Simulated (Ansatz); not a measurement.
Frontier orbitals of `[CH3][Al]([OH])[SeH]`.

```xyz
9

C    -0.3507    1.6007   -0.0482
Al    0.0205   -0.2986    0.0016
O    -1.2543   -1.3917    0.2267
Se    2.2083   -1.0642   -0.2310
H    -0.1556    2.0567    0.9273
H     0.2788    2.1168   -0.7775
H    -1.3973    1.7895   -0.2983
H    -1.1575   -2.3404    0.2761
H     1.8078   -2.4688   -0.0767
```

Total charge 0; spin multiplicity 1. Correlated methods include outer-core shells of Se, which these sets cover unevenly. Scalar relativity is left out up to krypton. Geometry: relaxed with PBE0-D4/def2-TZVP. It is one conformer, not always the lowest. Basis def2-TZVPP, Ansatz.

```tsv
functional	HOMO (eV)	LUMO (eV)
PBE0	-7.19	-0.23
```

(1) Give HOMO and LUMO (eV) with LDA (SPW92), PBE, revPBE, BLYP, r2SCAN, B97M-V, B3LYP, r2SCANh, r2SCAN0, HSE06 (plane-wave form), BHLYP, CAM-B3LYP, LC-ωPBE, ωB97X-V, ωB97M-V, HF. (Estimate.)

Answers

(1) The calculation gave: 
| functional | HOMO | LUMO |
| --- | --- | --- |
| LDA (SPW92) | -6.19 | -1.25 |
| PBE | -6.05 | -1.03 |
| revPBE | -5.99 | -0.91 |
| BLYP | -5.87 | -1.00 |
| r2SCAN | -6.34 | -0.58 |
| B97M-V | -6.36 | -0.82 |
| B3LYP | -6.94 | -0.53 |
| r2SCANh | -6.76 | -0.33 |
| r2SCAN0 | -7.38 | 0.03 |
| HSE06 (plane-wave form) | -6.80 | -0.60 |
| BHLYP | -8.16 | 0.45 |
| CAM-B3LYP | -8.46 | 0.59 |
| LC-ωPBE | -9.84 | 1.83 |
| ωB97X-V | -9.48 | 1.62 |
| ωB97M-V | -9.34 | 1.27 |
| HF | -9.73 | 2.45 |

B3LYP here is the variant with VWN-RPA as its local correlation; programs differ in this. LC-ωPBE has ω = 0.4 bohr⁻¹. Positive LUMOs are unbound and depend on the basis.
